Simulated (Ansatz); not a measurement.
`N#C[O][GaH2]` + H₂ → `[GaH3]` + `N#CO`  (hydrogenolysis of a Ga–O bond)

Computed with Ansatz on PBE0-D4/def2-TZVP structures; ΔE is electronic, products minus reactants. CCSD(T)/CBS adds triple-zeta CCSD(T) − MP2 to the extrapolated MP2 energy (def2 sets, frozen cores). This one scheme is used for every species. Functionals use def2-TZVPP. B3LYP here is the variant with VWN-RPA as its local correlation; programs differ in this. For Ga outer-core shells are correlated without core-valence functions, which leaves a few kJ/mol of doubt a bond. Scalar relativity is left out up to krypton. Each species was taken in one conformer, which may not be the lowest.

`N#C[O][GaH2]`:

Cartesian coordinates in Å:
```
N 0.706 1.765 1.784
C 0.214 1.306 0.842
O -0.336 0.827 -0.199
Ga -0.212 -0.946 -0.698
H 0.633 -1.799 0.279
H -1.005 -1.153 -2.008
```

H₂:

Z-matrix (Å, degrees):
```
H
H 1 0.746
```

`[GaH3]`:

Z-matrix (Å, degrees):
```
Ga
H 1 1.568
H 1 1.568 2 120.0
H 1 1.568 2 120.0 3 -179.9
```

`N#CO`:

Cartesian coordinates in Å:
```
N 0.511 1.449 0.501
C 0.208 0.366 0.250
O -0.096 -0.868 0.027
H -0.624 -0.947 -0.778
```

| level | ΔE (kcal/mol) |
| --- | --- |
| B97M-V | 19.1 |
| B3LYP-D4 | 21.8 |
| r2SCANh-D4 | 21.8 |
| BHLYP-D4 | 21.3 |
| CAM-B3LYP-D4 | 20.9 |
| BLYP | 21.1 |
| BHLYP | 19.9 |
| CCSD(T)/def2-SVP | 19.8 |

**Question.** What does CCSD(T)/CBS give? (An estimate is asked.)

**Answer.** Computed: +21.6 kcal/mol. The listed levels differ from it by -2.5, 0.2, 0.2, -0.3, -0.7, -0.5, -1.7, -1.8 kcal/mol.

Largest T1 diagnostic among the species: 0.015.

From BLYP to BHLYP (50 % exact exchange), in def2-TZVPP and without D4, ΔE moves by −1.3 kcal/mol. At CCSD(T), def2-SVP lies −1.8 kcal/mol from the extrapolated value and def2-TZVPP −0.2 kcal/mol. Leaving LDA and LC-ωPBE aside and taking each functional with its dispersion term where it has one, the values, not all of them listed here, spread over 3.9 kcal/mol, from B97M-V to BLYP-D4.
